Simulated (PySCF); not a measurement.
GeH₂Br₂, SMILES [Br][GeH2][Br]. Atoms are numbered in the order given.

```xyz
5

Ge     0.0000     0.0000    -0.8839
Br     1.8954     0.0000     0.4529
Br    -1.8954     0.0000     0.4529
H      0.0000    -1.2927    -1.7109
H      0.0000     1.2927    -1.7109
```
Charge 0, spin multiplicity 1.

Geometry: B3LYP-D3(BJ)/def2-SVP.

Two levels are set side by side: PBE/pcSseg-1 (PySCF) and HF/pcSseg-1 (PySCF). GIAO shifts against GeH4 (⁷³Ge), TMS (¹H) at the same level; non-relativistic, no solvent, atoms listed together averaged. Without spin–orbit terms, shifts of atoms bonded to Cl or Br come out too high at both levels. Differences are taken from unrounded values.

```
quantity                  HF    PBE  PBE minus HF
---------------------  -----  -----  ------------
δ(⁷³Ge) of Ge1 (ppm)   290.1  421.8         131.7
δ(¹H) of H4, H5 (ppm)   6.15   7.07          0.92
```

Rough cost on one machine, each run with all the roots and properties that it gave: HF against PBE within a factor of 2.
